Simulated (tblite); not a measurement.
C7H11AlOS.
Atom-mapped SMILES: `[CH3:1][O:2][AlH:3][C@H:4]([CH3:5])[c:6]1[cH:7][cH:8][cH:9][s:10]1` (hydrogens: H11, H12, H13 on C1; H14 on Al3; H15 on C4; H16, H17, H18 on C5; H19 on C7; H20 on C8; H21 on C9)

Computed with GFN2-xTB (tblite), gas phase: L-BFGS steps from a force-field or distance-geometry start until the largest atomic force falls under 0.01 eV/Å.

The end geometry, which sets the zero of energy:
```
atom  x, y, z in Å
C1     -3.4692    0.8158   -1.0190
O2     -2.3410    0.0649   -0.6756
Al3    -1.0251   -0.8448   -0.2996
C4      0.0517   -0.5924    1.4278
C5     -0.3322    0.6465    2.2520
C6      1.2188   -0.3481    0.5400
C7      2.3703   -1.0471    0.3596
C8      3.1295   -0.6098   -0.7581
C9      2.5296    0.3859   -1.4455
S10     1.0293    0.8583   -0.7092
H11    -4.3659    0.3454   -0.6085
H12    -3.5633    0.8713   -2.1054
H13    -3.3824    1.8278   -0.6176
H14    -0.5137   -1.8485   -1.3313
H15     0.3139   -1.4081    2.1101
H16     0.4900    0.9579    2.8990
H17    -1.1990    0.4285    2.8735
H18    -0.5874    1.4796    1.5946
H19     2.6837   -1.8439    1.0115
H20     4.0754   -1.0402   -1.0364
H21     2.8781    0.9178   -2.3076
```

Problem. These geometries come from the run, each turned onto the end geometry. Order them by energy, lowest first.
A.
```
atom  x, y, z in Å
C1     -3.4484    0.8447   -1.0372
O2     -2.3637    0.0404   -0.6771
Al3    -1.0757   -0.9002   -0.2818
C4      0.0330   -0.6188    1.4180
C5     -0.3128    0.6283    2.2501
C6      1.1870   -0.3739    0.5124
C7      2.3710   -1.0242    0.3727
C8      3.1371   -0.5669   -0.7313
C9      2.5138    0.3934   -1.4480
S10     0.9743    0.8038   -0.7585
H11    -4.3762    0.4076   -0.6607
H12    -3.5104    0.9230   -2.1244
H13    -3.3304    1.8422   -0.6105
H14    -0.6002   -1.9406   -1.2947
H15     0.3191   -1.4320    2.0933
H16     0.5656    0.9946    2.7858
H17    -1.0857    0.3968    2.9795
H18    -0.6833    1.4333    1.6127
H19     2.6976   -1.8078    1.0359
H20     4.1106   -0.9533   -0.9745
H21     2.8686    0.9264   -2.3074
```
B.
```
atom  x, y, z in Å
C1     -3.8973   -0.3095   -0.3824
O2     -2.8040    0.5510   -0.5268
Al3    -1.2423    0.9978   -0.7912
C4     -0.0422    0.0860    0.6148
C5     -0.1305    1.0449    1.8341
C6      1.3349   -0.1984    0.1819
C7      1.9951   -1.3812    0.0594
C8      3.2977   -1.2258   -0.4657
C9      3.6053    0.0545   -0.7715
S10     2.2919    1.1161   -0.4291
H11    -3.6625   -1.0709    0.3601
H12    -4.0843   -0.8113   -1.3320
H13    -4.7801    0.2343   -0.0413
H14    -0.8792    1.8043   -2.0174
H15    -0.4781   -0.8922    0.9035
H16     0.4212    0.7000    2.7206
H17    -1.1992    1.1391    2.0417
H18     0.2307    2.0481    1.5849
H19     1.5412   -2.3143    0.3490
H20     3.9684   -2.0461   -0.5891
H21     4.5042    0.4901   -1.1490
```
C.
```
atom  x, y, z in Å
C1     -4.0204   -0.2996   -0.4777
O2     -2.7659    0.2696   -0.7298
Al3    -1.2317    0.8514   -0.8203
C4     -0.0265    0.1177    0.6323
C5     -0.0817    1.0214    1.8838
C6      1.3609   -0.1293    0.1900
C7      1.9963   -1.3255    0.0649
C8      3.3001   -1.2180   -0.4661
C9      3.6444    0.0632   -0.7383
S10     2.3778    1.1682   -0.3467
H11    -3.9263   -1.0580    0.3027
H12    -4.4093   -0.7696   -1.3830
H13    -4.7185    0.4712   -0.1431
H14    -0.8010    1.8723   -1.8652
H15    -0.4525   -0.8648    0.9111
H16     0.4525    0.5613    2.7194
H17    -1.1250    1.1772    2.1702
H18     0.3739    1.9929    1.6872
H19     1.5388   -2.2571    0.3425
H20     3.9408   -2.0640   -0.6387
H21     4.5643    0.4361   -1.1410
```
D.
```
atom  x, y, z in Å
C1     -3.8965    0.4632   -0.8240
O2     -2.5892    0.0048   -0.6227
Al3    -1.0560   -0.5540   -0.4358
C4      0.0811   -0.3445    1.2489
C5     -0.2438    0.9065    2.0731
C6      1.3481   -0.2635    0.4878
C7      2.1844   -1.2774    0.1180
C8      3.2298   -0.8613   -0.7424
C9      3.1655    0.4563   -1.0421
S10     1.8234    1.2260   -0.2736
H11    -4.5940   -0.1492   -0.2480
H12    -4.1472    0.3944   -1.8840
H13    -3.9874    1.5044   -0.5007
H14    -0.3664   -1.1744   -1.6537
H15     0.1461   -1.2097    1.9209
H16     0.4786    1.0407    2.8794
H17    -1.2380    0.8242    2.5126
H18    -0.2281    1.7980    1.4448
H19     2.0708   -2.2862    0.4764
H20     3.9917   -1.5202   -1.1202
H21     3.8183    1.0387   -1.6607
```
E.
```
atom  x, y, z in Å
C1     -3.5437    0.7746   -1.0069
O2     -2.3656    0.0813   -0.7115
Al3    -1.0071   -0.7748   -0.3558
C4      0.0376   -0.5584    1.3975
C5     -0.3098    0.6888    2.2272
C6      1.2220   -0.3503    0.5276
C7      2.3294   -1.1149    0.3357
C8      3.1482   -0.6597   -0.7305
C9      2.6359    0.4136   -1.3684
S10     1.1376    0.9308   -0.6548
H11    -4.3976    0.2529   -0.5666
H12    -3.6827    0.8320   -2.0891
H13    -3.4946    1.7871   -0.6006
H14    -0.4853   -1.7641   -1.3937
H15     0.2728   -1.3849    2.0758
H16     0.5867    1.1181    2.6781
H17    -1.0016    0.4201    3.0214
H18    -0.7846    1.4546    1.6122
H19     2.5717   -1.9659    0.9497
H20     4.0762   -1.1303   -1.0028
H21     3.0455    0.9661   -2.1901
```

Solution. A (0.006 eV), E (0.022 eV), D (0.076 eV), C (0.229 eV), B (0.423 eV).

In the order of the answer:

| step | E above end (eV) | largest force (eV/Å) | rms force component (eV/Å) | rms distance from end (Å) | rms bond change (Å) | bond most changed (Å) |
| --- | --- | --- | --- | --- | --- | --- |
| 199 | 0.006 | 0.05 | 0.018 | 0.079 | 0.001 | Al3–C4 -0.002 |
| 182 | 0.022 | 0.09 | 0.023 | 0.138 | 0.001 | C4–C6 -0.002 |
| 148 | 0.076 | 0.07 | 0.016 | 0.604 | 0.004 | C9–S10 -0.009 |
| 32 | 0.229 | 0.12 | 0.037 | 1.527 | 0.008 | Al3–C4 -0.026 |
| 14 | 0.423 | 0.56 | 0.152 | 1.541 | 0.009 | C4–C5 +0.017 |

The cost below is that of the whole relaxation. On an INTEL XEON PLATINUM 8581C at 2.10 GHz with one thread, shared host with 80 logical CPUs at a one-minute load of 26, this took 2.4 s of wall time.
